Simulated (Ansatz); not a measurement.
Molecule: sum formula H5SiNO3, net charge 0, singlet state. SMILES: O[Si](N)(O)O
Structure (B3LYP-D3(BJ)/def2-TZVP (Ansatz, a program for electronic structure) minimum search):
```
Si
O 1 1.6386
H 2 0.9603 1 115.99
O 1 1.6449 2 107.20 3 27.25
H 4 0.9603 1 116.37 2 -137.92
O 1 1.6463 2 115.88 3 -87.54
H 6 0.9605 1 116.38 2 -69.41
N 1 1.7005 2 103.64 3 153.15
H 8 1.0065 1 121.51 2 176.64
H 8 1.0070 9 111.93 1 -151.57
```
Charge 0, spin multiplicity 1.

Parts of the frozen-core correlation energy in cc-pVTZ (Ansatz, hartree). Frozen orbitals: 9; correlated occupied orbitals by spin: 16 and 16; virtual: 199 and 199. No spin-orbit coupling. Non-relativistic.

| term | value |
|---|---|
| reference (HF) | -571.22302 |
| MP2 opposite-spin | … |
| MP2 same-spin | -0.26723 |
| CCSD correlation | … |
| (T) | … |
| T1 diagnostic | 0.010 |
| largest doubles amplitude | 0.015 |

Some entries are withheld; supply them.


- MP2 opposite-spin, value: -0.78745
- CCSD correlation, value: -1.07108
- (T), value: -0.03776
